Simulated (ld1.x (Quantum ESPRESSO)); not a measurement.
# What one change does to a pseudopotential (Pt, TM)

```
Element                 : platinum (Pt)
Generator               : ld1.x (Quantum ESPRESSO) 7.5
Type                    : norm-conserving Troullier–Martins (Kleinman–Bylander form)
Functional              : LDA (PZ)
Relativity              : fully relativistic
Frozen core             : [Xe] 4f14
Valence charge          : 10
Reference configuration : 5d8 6s2 6p0
Partial waves           : 6s (bound): rc 2.10 bohr; 5d (bound): rc 1.85 bohr; 6p (bound, empty): rc 2.60 bohr
Local potential         : the p channel
Core correction         : a·sin(br)/r model core, default radius (core density twice the valence density)
```

Open shells are filled in proportion to 2j + 1 (rel_dist='average').

All-electron outer shells of the reference configuration (LDA (PZ), scalar-relativistic, ld1.x):

```csv
shell,level (eV),outermost node (bohr),outermost maximum (bohr)
4f,-73.31,–,0.38
5p,-58.83,0.53,0.98
5d,-8.25,0.57,1.24
6s,-6.78,1.14,2.32
6p,-1.30,1.35,3.38
```

Change: wave 6p (bound): rc 2.60 bohr becomes 6p (bound): rc 3.94 bohr.

Cutoffs: the cutoffs (Ry, on a coarse ladder) from which the occupation-weighted sum of valence levels, in a spherical-Bessel basis at the reference potential, stays within 10 and 1 mRy of its value at 400 Ry; they do not see the model core or the augmentation charge, which bear on the density cutoff. Errors are all-electron minus pseudo energies relative to the spin-unpolarised reference configuration.

Question: What does the change do?

Answer: The potential gets neither clearly harder nor softer (40 Ry and 50 Ry → 40 Ry and 50 Ry); of the 7 tests that both files solve, the error grows in 0 and shrinks in 1 by more than 15 % and 0.3 meV (median size 113.9 → 116.3 meV); neither file shows a bound ghost.

```csv
quantity,base,changed
"cutoff, loose",40 Ry,40 Ry
"cutoff, tight",50 Ry,50 Ry
bound ghosts,none,none
"error for 5d9 6s1 6p0, meV [ΔE -0.95 eV]",-92,-93
"error for 5d9 6s0 6p0, meV [ΔE 8.61 eV]",-139,-141
"error for 5d8 6s0 6p0, meV [ΔE 28.89 eV]",-50,-53
"error for 5d8 6s1 6p0, meV [ΔE 10.49 eV]",-7.5,-4.9
"error for 5d9.5 6s0.5 6p0, meV [ΔE -1.05 eV]",-200,-206
"error for 5d9 6s0.5 6p0, meV [ΔE 2.92 eV]",-114,-116
"error for 5d6 6s0 6p0, meV [ΔE 107.33 eV]",-867,-938
```
